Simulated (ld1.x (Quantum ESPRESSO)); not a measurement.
# Cutoff test, scandium (Sc), TM

scandium (Sc), norm-conserving Troullier–Martins (Kleinman–Bylander form), made with ld1.x (Quantum ESPRESSO) 7.5 (PBE, scalar-relativistic). Core [Ar], reference 3d1 4s1 4p0 (charge +1). Waves: 4s (bound): rc 2.75 bohr; 4p (bound, empty): rc 2.95 bohr; 3d (bound): rc 1.90 bohr. Local part: all-electron potential smoothed inside 1.55 bohr (lloc = -2). Core correction: a·sin(br)/r model core inside 1.60 bohr.

The pseudo-atom Hamiltonian at the reference potential is diagonalised in spherical Bessel functions j_l(qr) that vanish at 20 bohr, with q² up to the cutoff. All-electron valence levels (Ry): 4s -0.7150, 4p -0.4645, 3d -0.7326.

Q: How do the lowest levels (Ry) of each channel move with the cutoff, and are there ghosts?

A:

| cutoff (Ry) | s #1 | s #2 | p #1 | d #1 | d #2 | f #1 | f #2 | Σ f·Δε (mRy) |
| --- | --- | --- | --- | --- | --- | --- | --- | --- |
| 8 | -0.8975 | -0.7102 | -0.4641 | -0.3124 | -0.1049 | -0.0689 | 0.0259 | 424.9 |
| 12 | -1.3151 | -0.7146 | -0.4644 | -0.3468 | -0.1163 | -0.0689 | 0.0258 | 386.2 |
| 18 | -1.4235 | -0.7149 | -0.4645 | -0.4136 | -0.1351 | -0.0689 | 0.0258 | 319.0 |
| 25 | -1.4278 | -0.7149 | -0.4645 | -0.5019 | -0.1536 | -0.0689 | 0.0258 | 230.7 |
| 40 | -1.4282 | -0.7149 | -0.4645 | -0.6988 | -0.1796 | -0.0689 | 0.0258 | 33.8 |
| 50 | -1.4283 | -0.7149 | -0.4645 | -0.7281 | -0.1823 | -0.0689 | 0.0258 | 4.5 |
| 60 | -1.4283 | -0.7149 | -0.4645 | -0.7321 | -0.1827 | -0.0689 | 0.0258 | 0.5 |
| 80 | -1.4283 | -0.7149 | -0.4645 | -0.7325 | -0.1827 | -0.0689 | 0.0258 | 0.1 |
| 400 | -1.4283 | -0.7149 | -0.4645 | -0.7326 | -0.1827 | -0.0689 | 0.0258 | 0.0 |

Result: ghost state, extra bound levels that the all-electron valence spectrum of the same l lacks: s at -19.4 eV (a true bound ghost makes a file unfit for plane-wave use); 10 mRy is reached at 50 Ry and 1 mRy at 60 Ry.
